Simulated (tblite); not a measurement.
Compound: C5H5BCl2O2.
Cartesian coordinates in Å at the GFN2-xTB level; atoms count from 1:
```xyz
15
C5H5BCl2O2 angstrom
C      3.617    0.762    0.337
C      2.221    0.463    0.231
C      1.047    0.208    0.130
C     -0.335   -0.073    0.059
O     -1.098    0.135    1.034
O     -0.814   -0.556   -1.039
C     -2.237   -0.772   -0.907
B     -2.552   -0.278    0.638
Cl    -3.581    1.214    0.757
Cl    -3.053   -1.610    1.766
H      3.753    1.842    0.380
H      4.016    0.323    1.251
H      4.154    0.366   -0.523
H     -2.420   -1.830   -1.103
H     -2.723   -0.187   -1.689
```

Level: GFN2-xTB in tblite, geometry and Hessian alike; calculated harmonic values, unscaled, isolated species. This tight-binding method is rough: wavenumbers can miss measured ones by several per cent, in bad cases by 10 to 20. One conformer, not necessarily the lowest. The optimisation stopped once no atom felt more than 0.01 eV/Å.

Lowest wavenumbers of the output (negative numbers stand for imaginary wavenumbers):
```
mode    cm-1
  1     -23.1
  2      39.5
  3      70.2
  4     107.1
  5     176.5
  6     178.7
  7     246.3
  8     263.5
  9     291.8
 10     307.4
 11     350.4
 12     356.1
 13     472.0
 14     474.0
 15     575.5
```

Is this structure a minimum?

Not by this Hessian. 1 mode is imaginary beyond 20i (23i cm⁻¹), so at this level the point lies at or near a first-order saddle. The curvature is small, so loose convergence or finite differences may be the whole cause.

Which atoms move in the imaginary mode?

23i: H11 34 %, H12 33 %, H13 32 %. These are shares of the mass-weighted motion.

What is the remedy?

Step along that mode in both directions, optimise again with tighter thresholds and repeat the frequencies. The zero-point energy of this point (58.6 kcal/mol) counts the 38 real modes alone, and thermal corrections from it aren't those of a minimum.

The run took 2.2 s wall on an Intel Xeon at 2.50 GHz with one thread, shared host with 64 logical CPUs at a one-minute load of 22. This covers the Hessian and the dipole derivatives.
